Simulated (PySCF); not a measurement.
Job file and geometry (Å, from GFN2-xTB) of an NMR shielding run on SMILES BC=C=C[SiH](Cl)Cl, C₃H₅BCl₂Si, GIAO PBE0/pcSseg-1 NMR shielding, non-relativistic, gas phase (PySCF 2.14.0, density-fitted response routines); density fitting, a coarse starting grid and PySCF grid level 2 are the driver's defaults:

```
$ OMP_NUM_THREADS=1 python probes_run.py task.json out

{"job": {"kind": "nmr", "xc": "PBE0", "basis": "pcSseg-1"}, "charge": 0, "multiplicity": 1}
B      2.247887     1.188736     0.321241
C      1.677584    -0.015386    -0.438873
C      0.403848    -0.100333    -0.717617
C     -0.879356    -0.138100    -0.898486
Si    -2.088041    -0.841830     0.363921
Cl    -1.071063    -1.508697     1.971537
Cl    -3.360743     0.626154     0.918810
H      3.389938     1.230750     0.566796
H      1.533632     2.054350     0.648862
H      2.319791    -0.827537    -0.758528
H     -1.301024     0.267431    -1.807772
H     -2.871254    -1.936224    -0.195919
```

**Question.** Write the output of this run.

**Answer.** 
```
coarse grid: 12320 points
cycle   1  E = -1351.3377190164  dE =  8.042e-01  |g| = 4.441e-01  |ddm| = 3.483e+00
cycle   2  E = -1351.3123140344  dE =  2.540e-02  |g| = 5.518e-01  |ddm| = 1.053e+00
cycle   3  E = -1351.3910011758  dE = -7.869e-02  |g| = 1.065e-01  |ddm| = 6.235e-01
cycle   4  E = -1351.3938281490  dE = -2.827e-03  |g| = 3.701e-02  |ddm| = 1.328e-01
cycle   5  E = -1351.3941976804  dE = -3.695e-04  |g| = 7.098e-03  |ddm| = 3.758e-02
cycle   6  E = -1351.3942111272  dE = -1.345e-05  |g| = 2.333e-03  |ddm| = 8.982e-03
cycle   7  E = -1351.3942123501  dE = -1.223e-06  |g| = 1.253e-03  |ddm| = 3.370e-03
final grid: 107112 points
cycle   8  E = -1351.4321109462  dE = -3.031e-05  |g| = 6.586e-03  |ddm| = 3.047e-02
cycle   9  E = -1351.4321049566  dE =  5.990e-06  |g| = 7.652e-03  |ddm| = 1.412e-02
cycle  10  E = -1351.4321205981  dE = -1.564e-05  |g| = 1.938e-03  |ddm| = 8.648e-03
cycle  11  E = -1351.4321215019  dE = -9.038e-07  |g| = 3.344e-04  |ddm| = 1.681e-03
cycle  12  E = -1351.4321215278  dE = -2.585e-08  |g| = 5.192e-05  |ddm| = 3.148e-04
cycle  13  E = -1351.4321215284  dE = -6.089e-10  |g| = 2.222e-05  |ddm| = 6.846e-05
converged SCF energy = -1351.4321215284

GIAO shielding tensors (ppm)
atom      isotropic    diamagn.    paramagn.     s11        s22        s33       span
  0 B       26.613     193.340    -166.727    -30.694    -21.282    131.815    162.509
  1 C       92.888     263.846    -170.957      0.797    103.165    174.703    173.906
  2 C      -50.831     262.210    -313.040    -96.040    -82.202     25.750    121.790
  3 C      111.262     270.560    -159.298     36.647    142.631    154.507    117.859
  4 Si     347.260     877.112    -529.852    309.034    365.095    367.651     58.618
  5 Cl     905.488    1149.243    -243.756    795.337    923.437    997.688    202.351
  6 Cl     871.760    1147.473    -275.713    770.947    872.487    971.845    200.898
  7 H       24.571      29.752      -5.181     19.504     26.493     27.716      8.213
  8 H       24.656      30.626      -5.970     17.679     27.124     29.166     11.487
  9 H       25.310      30.652      -5.342     22.989     24.095     28.844      5.855
 10 H       26.747      30.520      -3.773     23.955     27.474     28.811      4.856
 11 H       25.732      26.072      -0.340     21.968     23.371     31.857      9.888
```

Size and cost of the density-fitted run: 165 basis functions, 22 s wall time on 1 thread of an Arm Neoverse V1, shared host; peak memory 0.74 GiB.
